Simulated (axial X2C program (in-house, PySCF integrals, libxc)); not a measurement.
**Potential curves of GaZr, 2c**

All values were computed with an axial X2C code built on PySCF integrals. Two-component (2c) means X2C with spin–orbit coupling and atomic mean-field two-electron Coulomb and Gaunt terms. Basis: Zr dyall-cv3z [11s12p9d6f3g], Ga dyall-cv3z [9s9p7d4f1g] (cores contracted in-house); Gaussian nuclei, density fitting, unrestricted open shells. Masses: Zr 89.905 u, Ga 68.926 u.

State: Ω = 1/2 (⟨Sz⟩ = 2.50, ⟨Lz⟩ = -2.00 at PBE0). Energies in cm⁻¹ from the lowest point of each curve. Fits are polynomials in 1 − R0/R over 0.85 to 1.23 times the lowest point R0.

```json
{"R (Å)": "2.2637", "PBE0": "4882"}
{"R (Å)": "2.3678", "PBE0": "1989"}
{"R (Å)": "2.4459", "PBE0": "766"}
{"R (Å)": "2.5239", "PBE0": "151"}
{"R (Å)": "2.6020", "PBE0": "0"}
{"R (Å)": "2.6931", "PBE0": "257"}
{"R (Å)": "2.7841", "PBE0": "847"}
{"R (Å)": "2.9012", "PBE0": "1923"}
{"R (Å)": "3.0443", "PBE0": "3501"}
{"R (Å)": "3.2525", "PBE0": "5924"}
```

The state is one determinant whose occupation by symmetry is held fixed; it was picked as the lowest of a PBE0 search that is not exhaustive. Density functionals use the spin component along the axis (collinear). PBE0 can misorder states that lie within some tenths of an eV, so this need not be the ground state of the molecule. The nearest other 2c determinant of the search, Ω = 9/2, lies 0.08 eV up at the distance of the search. Without a current term, density functionals place determinants with orbital angular momentum somewhat too high. Where the spin of this state cannot come from the lowest atoms of a level, the curve heads to a higher limit and no De is given. With several unpaired electrons one determinant need not be a pure state.

Question: Fit the PBE0 curve near its minimum: give the equilibrium distance and the harmonic wavenumber.

Answer: At PBE0, 2c: Re = 2.593 Å, ωe ≈ 225 cm⁻¹; Be follows as 0.0643 cm⁻¹.
